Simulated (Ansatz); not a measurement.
`C[Si](C)(C)P`. Total charge 0; spin multiplicity 1.

Cartesian coordinates in Å:
```
C -1.1098 0.9179 1.0064
Si 0.0816 -0.0927 -0.0287
C 1.5292 0.9717 -0.5612
C -0.8015 -0.7845 -1.5299
P 0.9327 -1.8558 1.1130
H -1.5034 1.7603 0.4293
H -1.9558 0.3108 1.3372
H -0.6163 1.3187 1.8950
H 2.2352 0.4019 -1.1699
H 2.0708 1.3660 0.3023
H 1.1810 1.8223 -1.1544
H -0.1225 -1.3748 -2.1497
H -1.2030 0.0258 -2.1454
H -1.6359 -1.4272 -1.2383
H 1.2458 -1.0916 2.2701
H -0.3282 -2.2688 1.6239
```

Problem. List the harmonic frequencies (cm⁻¹, unscaled) at PBE0-D4/def2-TZVP in Ansatz. (Estimate.)

Solution. The calculation gave: 124, 145, 154, 162, 165, 170, 211, 211, 213, 426, 605, 635, 639, 680, 699, 704, 774, 791, 859, 863, 866, 1088, 1270, 1271, 1281, 1440, 1444, 1445, 1453, 1454, 1463, 2397, 2407, 3043, 3045, 3045, 3124, 3126, 3127, 3135, 3135, 3136.

Problem. Is this a minimum?

Solution. Yes, all 42 modes are real.

Problem. Give the ideal-gas thermochemistry at 298.15 K and 1 bar (rigid rotor, harmonic oscillator; point group Cs, symmetry number 1).

Solution. Zero-point energy 337.5 kJ/mol; H(298) − E = 365.7 kJ/mol; entropy 392.2 J/(mol·K), of which translation 167.0, rotation 115.8, vibration 109.3; G(298) − E = 248.8 kJ/mol.
